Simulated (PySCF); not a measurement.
Precursor series Ti Cl-NH2. Isolated molecules, 0 K electronic values unless said otherwise. One relaxed conformer stands for each flexible species; it need not be the lowest.

The LUMO from two functionals at the same geometries (r2SCAN-D4/def2-SVP), both in PySCF: PBE-D3(BJ)/def2-TZVP and TPSSh-D3(BJ)/def2-TZVP. 

```json
[
 {"species": "0 of 4 Cl replaced by NH2", "PBE-D3(BJ)/def2-TZVP (eV)": "-4.58", "TPSSh-D3(BJ)/def2-TZVP (eV)": "-4.27"},
 {"species": "1 of 4 Cl replaced by NH2 ([Ti(Cl)3(NH2)])", "PBE-D3(BJ)/def2-TZVP (eV)": "-4.11", "TPSSh-D3(BJ)/def2-TZVP (eV)": "-3.73"},
 {"species": "2 of 4 Cl replaced by NH2", "PBE-D3(BJ)/def2-TZVP (eV)": "-3.27", "TPSSh-D3(BJ)/def2-TZVP (eV)": "-2.86"},
 {"species": "3 of 4 Cl replaced by NH2 ([Ti(Cl)(NH2)3])", "PBE-D3(BJ)/def2-TZVP (eV)": "-2.28", "TPSSh-D3(BJ)/def2-TZVP (eV)": "-1.84"},
 {"species": "4 of 4 Cl replaced by NH2 ([Ti(NH2)4])", "PBE-D3(BJ)/def2-TZVP (eV)": "-1.66", "TPSSh-D3(BJ)/def2-TZVP (eV)": "-1.18"}
]
```

Over these rows, drawn at random from the members with no instability flagged (it was tested for open shells, ions and some series alone), PBE minus TPSSh-D3(BJ): mean -0.40 eV, from -0.48 eV to -0.31 eV.
